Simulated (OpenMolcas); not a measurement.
What dynamic correlation does to the levels of Os II

```
Program             : OpenMolcas 26.06
Basis               : ANO-RCC-VQZP [9s8p6d4f3g2h]
Scalar Hamiltonian  : DKH2, point nucleus
Active space        : 7 electrons in 11 orbitals (5d 6s 6d)
State averaging     : 2S+1 = 6 even, 6 roots; 2S+1 = 4 even, 35 roots kept (CI in the orbitals of an earlier block); 2S+1 = 2 even, 14 roots kept (CI in the orbitals of an earlier block)
Spin-orbit coupling : RASSI with atomic mean-field integrals over the reference wave functions, term energies averaged over their components
```

Methods on the same reference wave functions:
A. CASSCF
B. SS-CASPT2, IPEA 0.25 Eh, imaginary shift 0.1 Eh (closed shells correlated: 5s 5p)

Energies in cm⁻¹ above 5d⁶ 6s ⁶D_9/2, the measured ground level; measured values from NIST Handbook of Basic Atomic Spectroscopic Data.

```
               Level      A      B  Measured
       5d⁶ 6s ⁶D_9/2    0.0    0.0       0.0
       5d⁶ 6s ⁶D_7/2   3337   3380      3593
5d⁶ 6s ⁶D_5/2 [67 %]   4862   4440      3929
       5d⁶ 6s ⁶D_3/2   6157   5980      5592
       5d⁶ 6s ⁶D_1/2   6875   6710      6637
          5d⁷ ⁴F_9/2   9503   8690          
          5d⁷ ⁴F_7/2  13020  11950          
   5d⁷ ⁴F_5/2 [55 %]  14358  13980          
   5d⁷ ⁴F_3/2 [54 %]  14381  12820          
5d⁶ 6s ⁴P_3/2 [65 %]  17176  15550
```

Deviations, from unrounded energies. A percentage is the sum of absolute deviations over the sum of measured energies, with the sign that they share, or ± where signs differ.

```
                  Against measurement  Levels      A     B
       mean absolute deviation (cm-1)       4    500   290
fine structure of the ground term (%)       4  ±10.1  ±6.0
```

B lies closest to measurement on these levels. The largest miss of B in the table is 5d⁶ 6s ⁶D_5/2 [67 %], by +510 cm-1. The ranking rests on the paired levels alone, and a cruder setting can come out closer through cancelling errors.

The lowest spin-free term lies below A's lowest term by 0.420 hartree in B.

CASPT2 does not keep the components of a term degenerate, so their means are used; among the terms shown or strongly mixed into the levels shown the widest spread is 250 cm-1 (5d⁷ ⁴F, B). Terms from blocks run as CI alone lack orbitals of their own. Active for correlation alone: 6d; no level in the range computed is led by a configuration that fills it, so any true level of that kind is missing. Without dynamic correlation excited terms often stand tens of per cent too high (terms of higher spin than the ground term too low), and those without a measured partner can miss by more than the paired ones (holds for A). Measured partners are found by configuration, term and J. A level has none where our copy of the source lacks it or the pairing is in doubt (some pairs that miss far off the trend of their configuration count as doubtful), and it then counts in no deviation. Only configurations of the active space appear. Levels that lie high or do not pair safely by name in every column are left out.

A share in square brackets marks a mixed level and gives the weight of the term that names it, the lowest over the columns.
